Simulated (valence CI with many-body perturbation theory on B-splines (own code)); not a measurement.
**Tl³²⁺: M1 decay**

Level of theory: configuration interaction combined with many-body perturbation theory (CI+MBPT): three valence electrons over a frozen Dirac-Fock core [Kr] 4d10, a basis of 8 s, 8 p, 9 d, 9 f, 6 g, 3 h, 2 i functions for each j, with the one-electron correlation potential Σ1, the two-electron term Σ2, the three-electron term Σ3, Breit, model QED; selected CI, second order for the rest (own B-spline code, finite nucleus).

The last digits are not significant, and no measured levels were compared; by estimate large intervals hold to a few tenths of a per cent, small ones and those within an open d or f shell to about a per cent. Core correlation moves these levels by up to 7300 cm⁻¹, and in measured spectra 5 to 20 % of such shifts remained as error; rates that hang on mixing are uncertain with them. The list stops below the first excitations out of the core.

Lines 51 to 100 of 120 in falling wavelength, among levels below 193.440 eV, chosen from the decays that carry over 1 % of a level's rate. Wavelengths and rates use the calculated energies. S is in atomic units (e²a₀⁴ for E2 and M2, e²a₀⁶ for E3), for M1 in squared Bohr magnetons. Weak lines are less certain than strong ones. Lines between different terms over intervals too small for the method are left out, as are lines whose strength nearly cancels.

Levels are named by their leading jj configuration (3d3/2^4 stands for four electrons in 3d with j = 3/2), which in mixed levels can hold well under half, so a name can repeat and another be missing. Letters in brackets count levels of one name in rising energy.

```tsv
λ vac (nm)	Upper	Lower	Type	A (s⁻¹)	S (a.u.)
209.1	(4f5/2 4f7/2^2) J=7/2 [a]	(4f5/2^2 4f7/2) J=7/2 [a]	M1	8.84e+02	2.40e+00
201.1	(4f5/2 4f7/2^2) J=7/2 [a]	(4f5/2^2 4f7/2) J=5/2 [a]	M1	2.42e+03	5.83e+00
198.5	(4f7/2^3) J=15/2	(4f5/2^2 4f7/2) J=15/2 [b]	M1	1.46e+03	6.77e+00
195.1	(4f5/2^2 4f7/2) J=3/2 [b]	(4f5/2^3) J=5/2	M1	6.34e+02	6.98e-01
188.9	(4f5/2 4f7/2^2) J=5/2 [a]	(4f5/2^2 4f7/2) J=7/2 [b]	M1	2.48e+02	3.72e-01
187.4	(4f5/2 4f7/2^2) J=3/2 [b]	(4f5/2^2 4f7/2) J=5/2 [b]	M1	4.67e+02	4.56e-01
185.1	(4f5/2 4f7/2^2) J=7/2 [b]	(4f5/2 4f7/2^2) J=9/2 [a]	M1	7.54e+01	1.42e-01
183.1	(4f7/2^3) J=9/2	(4f5/2 4f7/2^2) J=7/2 [a]	M1	2.04e+03	4.63e+00
180.3	(4f5/2^2 4f7/2) J=5/2 [b]	(4f5/2^3) J=5/2	M1	7.18e+02	9.36e-01
179.6	(4f7/2^3) J=9/2	(4f5/2 4f7/2^2) J=9/2 [b]	M1	8.11e+02	1.74e+00
173.8	(4f5/2 4f7/2^2) J=13/2 [b]	(4f5/2^2 4f7/2) J=11/2 [b]	M1	4.05e+02	1.10e+00
173.7	(4f5/2 4f7/2^2) J=3/2 [b]	(4f5/2^2 4f7/2) J=3/2 [b]	M1	1.65e+03	1.28e+00
173.6	(4f5/2 4f7/2^2) J=3/2 [b]	(4f5/2^2 4f7/2) J=1/2	M1	2.01e+03	1.56e+00
171.7	(4f5/2 4f7/2^2) J=13/2 [b]	(4f5/2 4f7/2^2) J=13/2 [a]	M1	3.22e+02	8.46e-01
165.3	(4f5/2 4f7/2^2) J=3/2 [a]	(4f5/2^2 4f7/2) J=3/2 [a]	M1	2.57e+03	1.72e+00
163.3	(4f5/2 4f7/2^2) J=3/2 [a]	(4f5/2^2 4f7/2) J=5/2 [a]	M1	4.07e+02	2.63e-01
161.8	(4f5/2 4f7/2^2) J=9/2 [c]	(4f5/2^2 4f7/2) J=7/2 [b]	M1	1.64e+03	2.58e+00
160.2	(4f5/2^2 4f7/2) J=15/2 [b]	(4f5/2^2 4f7/2) J=13/2	M1	1.55e+03	3.77e+00
159.8	(4f5/2 4f7/2^2) J=9/2 [b]	(4f5/2^2 4f7/2) J=9/2	M1	1.67e+03	2.53e+00
157.1	(4f5/2 4f7/2^2) J=7/2 [a]	(4f5/2^2 4f7/2) J=9/2	M1	3.66e+01	4.20e-02
152.0	(4f5/2 4f7/2^2) J=5/2 [b]	(4f5/2^2 4f7/2) J=5/2 [b]	M1	2.44e+03	1.90e+00
145.9	(4f5/2 4f7/2^2) J=5/2 [a]	(4f5/2^2 4f7/2) J=7/2 [a]	M1	1.15e+03	7.94e-01
145.4	(4f5/2^2 4f7/2) J=9/2	(4f5/2^3) J=9/2	M1	2.16e+03	2.47e+00
144.9	(4f5/2 4f7/2^2) J=11/2 [a]	(4f5/2^2 4f7/2) J=13/2	M1	3.25e+02	4.39e-01
143.5	(4f5/2 4f7/2^2) J=5/2 [a]	(4f5/2^2 4f7/2) J=3/2 [a]	M1	7.91e+02	5.20e-01
143.3	(4f7/2^3) J=15/2	(4f5/2 4f7/2^2) J=13/2 [a]	M1	3.32e+03	5.79e+00
143.0	(4f5/2 4f7/2^2) J=7/2 [b]	(4f5/2^2 4f7/2) J=7/2 [b]	M1	1.52e+02	1.32e-01
142.8	(4f5/2 4f7/2^2) J=5/2 [b]	(4f5/2^2 4f7/2) J=3/2 [b]	M1	1.20e+03	7.76e-01
142.0	(4f5/2 4f7/2^2) J=5/2 [a]	(4f5/2^2 4f7/2) J=5/2 [a]	M1	3.37e+02	2.15e-01
141.0	(4f7/2^3) J=9/2	(4f5/2 4f7/2^2) J=9/2 [a]	M1	9.45e+02	9.82e-01
140.4	(4f5/2 4f7/2^2) J=11/2 [a]	(4f5/2^2 4f7/2) J=9/2	M1	1.02e+03	1.26e+00
138.5	(4f5/2 4f7/2^2) J=13/2 [a]	(4f5/2^2 4f7/2) J=11/2 [a]	M1	3.83e+03	5.28e+00
138.1	(4f7/2^3) J=9/2	(4f5/2^2 4f7/2) J=11/2 [b]	M1	5.65e+02	5.52e-01
137.2	(4f5/2^2 4f7/2) J=11/2 [b]	(4f5/2^2 4f7/2) J=11/2 [a]	M1	3.49e+02	4.00e-01
134.5	(4f5/2 4f7/2^2) J=9/2 [a]	(4f5/2^2 4f7/2) J=11/2 [a]	M1	2.19e+02	1.98e-01
134.1	(4f5/2^2 4f7/2) J=1/2	(4f5/2^3) J=3/2	M1	1.51e+03	2.70e-01
134.0	(4f5/2^2 4f7/2) J=3/2 [b]	(4f5/2^3) J=3/2	M1	1.64e+02	5.87e-02
126.9	(4f5/2^2 4f7/2) J=5/2 [b]	(4f5/2^3) J=3/2	M1	9.66e+02	4.39e-01
125.6	(4f5/2 4f7/2^2) J=13/2 [b]	(4f5/2^2 4f7/2) J=15/2 [a]	M1	3.66e+02	3.76e-01
121.7	(4f5/2 4f7/2^2) J=1/2	(4f5/2^2 4f7/2) J=3/2 [a]	M1	3.18e+02	4.26e-02
118.2	(4f5/2^2 4f7/2) J=7/2 [a]	(4f5/2^3) J=9/2	M1	3.78e+02	1.85e-01
118.0	(4f5/2 4f7/2^2) J=17/2	(4f5/2^2 4f7/2) J=15/2 [a]	M1	8.90e+02	9.77e-01
116.9	(4f5/2 4f7/2^2) J=7/2 [b]	(4f5/2^2 4f7/2) J=7/2 [a]	M1	2.91e+01	1.38e-02
116.2	(4f5/2 4f7/2^2) J=5/2 [a]	(4f5/2^3) J=5/2	M1	5.59e+01	1.95e-02
115.1	(4f7/2^3) J=9/2	(4f5/2^2 4f7/2) J=7/2 [b]	M1	1.98e+02	1.12e-01
114.4	(4f5/2 4f7/2^2) J=7/2 [b]	(4f5/2^2 4f7/2) J=5/2 [a]	M1	5.04e+01	2.24e-02
113.5	(4f5/2 4f7/2^2) J=5/2 [b]	(4f5/2^2 4f7/2) J=7/2 [b]	M1	1.65e+03	5.35e-01
111.6	(4f5/2 4f7/2^2) J=9/2 [b]	(4f5/2^2 4f7/2) J=11/2 [a]	M1	5.13e+02	2.64e-01
110.8	(4f5/2 4f7/2^2) J=11/2 [b]	(4f5/2^2 4f7/2) J=13/2	M1	1.72e+02	1.04e-01
109.7	(4f7/2^3) J=15/2	(4f5/2^2 4f7/2) J=15/2 [a]	M1	6.82e+01	5.34e-02
```
